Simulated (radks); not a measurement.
Values are calculated unless marked as measured or tabulated.
Question: Ag3+, 44 electrons, occupied as [Ar] 3d10 4s1 4p6 4d8 4f1 (not the ground configuration). Level of theory: non-relativistic Kohn-Sham, r2SCAN, spin-unpolarised, spherical densities, point nucleus; meta-GGA in the generalised Kohn-Sham scheme; relativity is left out, which matters for an element this heavy (a radial shooting solver on a logarithmic mesh with Libxc functionals). Some entries of the table are withheld. Estimate them.

orbital,occ.,eigenvalue (hartree),<r> (bohr),<r^2> (bohr^2)
1s,2,-905.1476,0.03240,(1)
2s,2,(2),0.1404,0.02318
2p,6,-123.5252,0.1200,0.01754
3s,2,-26.01034,0.3801,0.1650
3p,6,-22.28559,(3),0.1608
3d,10,-15.43495,0.3452,0.1418
4s,1,-5.13971,0.9286,0.9732
4p,6,-3.93846,0.9867,1.108
4d,8,-1.97407,1.182,1.635
5s,0,(4),2.318,6.022
5p,0,-0.96639,2.668,7.989
5d,0,(5),3.656,14.96
4f,1,-0.43793,3.681,15.94
5f,0,-0.25891,(6),53.29

Answer: 
(1) 1s <r^2> (bohr^2): 0.001404
(2) 2s eigenvalue (hartree): -132.7178
(3) 3p <r> (bohr): 0.3724
(4) 5s eigenvalue (hartree): -1.24126
(5) 5d eigenvalue (hartree): -0.60092
(6) 5f <r> (bohr): 6.665
